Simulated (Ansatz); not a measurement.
Cu2H⁺. Total charge 1; singlet. Geometry PBE-D4/def2-TZVP.

Cartesian coordinates in Å:
```
Cu 1.138 0.495 0.180
Cu -1.128 -0.288 0.467
H -0.010 -0.207 -0.647
```

The structure comes from a short search, and lower isomers may exist.

Question: Estimate the orbital energies around the gap (eV) in Ansatz with HF/STO-3G, PBE-D4/def2-SVP, r2SCANh-D4/def2-TZVP, PBE0-D4/def2-SVP, r2SCAN0-D4/def2-TZVP.

Answer: 
```tsv
orbital	HF/STO-3G	PBE-D4/def2-SVP	r2SCANh-D4/def2-TZVP	PBE0-D4/def2-SVP	r2SCAN0-D4/def2-TZVP
HOMO−13	-104.77	-77.76	-82.20	-82.60	-84.70
HOMO−12	-104.44	-77.64	-82.13	-82.53	-84.65
HOMO−11	-104.38	-77.63	-82.13	-82.52	-84.65
HOMO−10	-24.75	-15.33	-16.52	-16.63	-17.29
HOMO−9	-22.77	-12.33	-13.75	-14.28	-14.94
HOMO−8	-22.77	-11.95	-13.50	-14.03	-14.72
HOMO−7	-21.25	-11.65	-13.19	-13.73	-14.42
HOMO−6	-21.05	-11.63	-13.14	-13.68	-14.39
HOMO−5	-19.23	-11.54	-13.04	-13.59	-14.26
HOMO−4	-19.16	-11.48	-13.02	-13.59	-14.26
HOMO−3	-19.03	-11.45	-12.86	-13.37	-14.01
HOMO−2	-18.29	-11.38	-12.79	-13.37	-14.00
HOMO−1	-14.03	-11.30	-12.76	-13.31	-13.95
HOMO	-13.06	-11.30	-12.54	-12.87	-13.41
LUMO	-5.58	-8.46	-7.98	-7.28	-7.34
LUMO+1	-5.42	-7.92	-7.61	-6.88	-7.04
LUMO+2	-2.63	-5.19	-4.84	-4.05	-4.27
LUMO+3	-1.93	-5.17	-4.83	-4.04	-4.22
LUMO+4	3.89	-2.67	-2.89	-1.58	-2.37
LUMO+5	6.68	-2.31	-2.67	-1.38	-2.17
```
